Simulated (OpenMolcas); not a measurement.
Co III: effect of correlating more closed shells

```
Program             : OpenMolcas
Basis               : ANO-RCC-VTZP [6s5p3d2f1g]
Scalar Hamiltonian  : DKH2, point nucleus
Active space        : 7 electrons in 5 orbitals (3d)
State averaging     : 2S+1 = 4 even, 10 roots; 2S+1 = 2 even, 40 roots
Spin-orbit coupling : state interaction with AMFI integrals over the reference wave functions, term energies averaged over their components
```

Methods on the same reference wave functions:
A. CASSCF
B. MS-CASPT2, IPEA 0.25 Eh, imaginary shift 0.1 Eh (closed shells correlated: none)
C. MS-CASPT2, IPEA 0.25 Eh, imaginary shift 0.1 Eh (closed shells correlated: 3s 3p)
D. MS-CASPT2, IPEA 0.25 Eh, imaginary shift 0.1 Eh (closed shells correlated: 2s 2p 3s 3p)

Energies in cm⁻¹ above 3d⁷ ⁴F_9/2, the measured ground level; measured values from Sugar and Corliss, J. Phys. Chem. Ref. Data 10, 1097 (1981).

```tsv
Level	A	B	C	D	Measured
3d⁷ ⁴F_9/2	0.0	0.0	0.0	0.0	0.0
3d⁷ ⁴F_7/2	853	855	857	857	841
3d⁷ ⁴F_5/2	1482	1481	1483	1483	1451
3d⁷ ⁴F_3/2	1915	1911	1910	1910	1867
3d⁷ ²G_9/2	19015	17620	16380	16380	16978
3d⁷ ⁴P_5/2	19076	16070	15530	15490	15202
3d⁷ ⁴P_3/2	19369	16370	15730	15690	15428
3d⁷ ⁴P_1/2	19765	16760	16180	16140	15811
3d⁷ ²G_7/2	19825	18430	17190	17190	17766
3d⁷ ²P_3/2	25149	22380	19750	19680	20195
3d⁷ ²H_11/2	25283	23930	22640	22660	22720
3d⁷ ²P_1/2	25996	23310	20440	20370	
3d⁷ ²H_9/2	25998	24650	23350	23370	23434
3d⁷ ²D_5/2(1)	27374	24120	22760	22720	23059
3d⁷ ²D_3/2(1)	28633	25470	23950	23910	24237
3d⁷ ²F_5/2	43769	39220	36850	36800	37021
3d⁷ ²F_7/2	44124	39580	37200	37160	37316
3d⁷ ²D_3/2(2)	68282	60490	58190	58100	
3d⁷ ²D_5/2(2)	68692	60910	58630	58530
```

Deviations, from unrounded energies. A percentage is the sum of absolute deviations over the sum of measured energies, with the sign that they share, or ± where signs differ.

| Against measurement | Levels | A | B | C | D |
| --- | --- | --- | --- | --- | --- |
| mean absolute deviation (cm-1) | 15 | 3200 | 1000 | 250 | 260 |
| fine structure of the ground term (%) | 3 | +2.2 | +2.1 | +2.2 | +2.2 |
| other terms of the ground configuration (%) | 12 | +17.9 | +5.7 | ±1.4 | ±1.4 |

C, D lie about equally close to measurement and A furthest from it. The largest miss of C in the table is 3d⁷ ²G_9/2, by -590 cm-1. The ranking rests on the paired levels alone, and a cruder setting can come out closer through cancelling errors.

Among B to D the level of the table that moves most is 3d⁷ ²P_1/2, by 2900 cm-1 (lowest in D, highest in B). Moves below CASPT2's spread within the term are not significant.

The mean deviations of B to D differ by less than CASPT2's widest spread within a term (980 cm-1), so their order carries little weight.

From A to B the spin-free energies of the other terms of 3d⁷ shown, above ⁴F, scale by factors of 0.84 to 0.95, as is usual when dynamic correlation screens the repulsion within a d or f shell.

The lowest spin-free term lies below A's lowest term by 0.192 hartree in B, 0.495 hartree in C, 0.522 hartree in D.

What an inner shell adds also hangs on whether the basis holds functions to correlate it.

CASPT2 does not keep the components of a term degenerate, so their means are used; among the terms shown or strongly mixed into the levels shown the widest spread is 980 cm-1 (3d⁷ ⁴F, D). Without dynamic correlation excited terms often stand tens of per cent too high (terms of higher spin than the ground term too low), and those without a measured partner can miss by more than the paired ones (holds for A). The CASPT2 spread within a term exceeds the gap to the next term for 3d⁷ ²H and 3d⁷ ²D(1), so the order of their levels is uncertain (holds for B; C; D). Measured partners are found by configuration, term and J. A level has none where our copy of the source lacks it or the pairing is in doubt (some pairs that miss far off the trend of their configuration count as doubtful), and it then counts in no deviation. Levels of configurations outside the active space are missing.

A number in round brackets counts repeated terms of one configuration in the order of the reference energies.
